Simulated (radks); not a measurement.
The caesium anion Cs-, [Xe] 6s2, held by a Watson sphere: a shell of charge +1 at radius R that stands for the Madelung well of a crystal (potential energy -1/R inside, -1/r outside, in hartree with lengths in bohr). Method: scalar-relativistic Kohn-Sham, PBEsol, spin-polarised, spherical densities, point nucleus; computed with a radial shooting solver on a logarithmic mesh with Libxc functionals. Response by self-consistent Sternheimer equations with the Hartree and adiabatic LDA kernel, the relativistic mass of each level held fixed and spin-orbit coupling left out. The sphere does not respond.

| R (bohr) | e(5s) (eV) | e(5p) (eV) | e(6s) (eV) | <r> 6s (bohr) | sum of <r^2> (bohr^2) | X-ray form factor at sin(theta)/lambda = 0.2 1/angstrom | alpha (bohr^3) |
|---|---|---|---|---|---|---|---|
| 4.06 | -27.379 | -14.210 | -3.051 | 5.124 | 111.1 | 43.876 | 305.1 |
| 4.4 | -27.088 | -13.911 | -2.987 | 5.226 | 113.4 | 43.883 | 327.9 |
| 4.63 | -26.925 | -13.743 | -2.938 | 5.299 | 115.1 | 43.888 | 345.6 |
| 4.7 | -26.881 | -13.697 | -2.923 | 5.322 | 115.6 | 43.890 | 351.3 |
| 4.71 | -26.874 | -13.690 | -2.920 | 5.325 | 115.7 | 43.890 | 352.1 |
| 5.06 | -26.679 | -13.487 | -2.841 | 5.440 | 118.4 | 43.897 | 382.8 |
| 5.78 | -26.388 | -13.182 | -2.669 | 5.679 | 124.3 | 43.907 | 455.1 |
